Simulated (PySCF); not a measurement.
## Pauling's electronegativity from computed bond energies: partners of Cl

PBE0 in PySCF with def2-SVPD on every atom (core potentials on Rb, Cs), for the lowest determinant that a PBE0 search found; no spin–orbit coupling. De of Cl2 is 2.23 eV.

```json
{"B": "Cs", "De(B₂) (eV)": "0.40", "De(ClB) (eV)": "4.41"}
{"B": "Na", "De(B₂) (eV)": "0.71", "De(ClB) (eV)": "4.18"}
{"B": "Rb", "De(B₂) (eV)": "0.45", "De(ClB) (eV)": "4.28"}
```

**Question.** With Δ = De(ClB) − [De(Cl₂) + De(B₂)]/2, give Δ and the electronegativity difference √(Δ/eV).

**Answer.** 

| B | Δ (eV) | √Δ |
| --- | --- | --- |
| Cs | 3.10 | 1.76 |
| Na | 2.71 | 1.65 |
| Rb | 2.94 | 1.71 |

The rule was made for single bonds and measured bond energies; here it is fed with computed well depths. With the arithmetic mean Δ turns negative when the two homonuclear bonds differ much, as for alkali hydrides.

Closed-shell solutions of metal pairs were not tested for spin polarisation, which can lower them a little. Weak bonds: Cs2, Rb2. Basis-set superposition, not corrected here, can be much of De in a small basis, most of all at correlated wavefunction levels. Functionals without a dispersion term scatter widely for such bonds, and LDA overbinds them. Spin–orbit coupling is left out, which matters for elements this heavy, above all for dissociation energies.
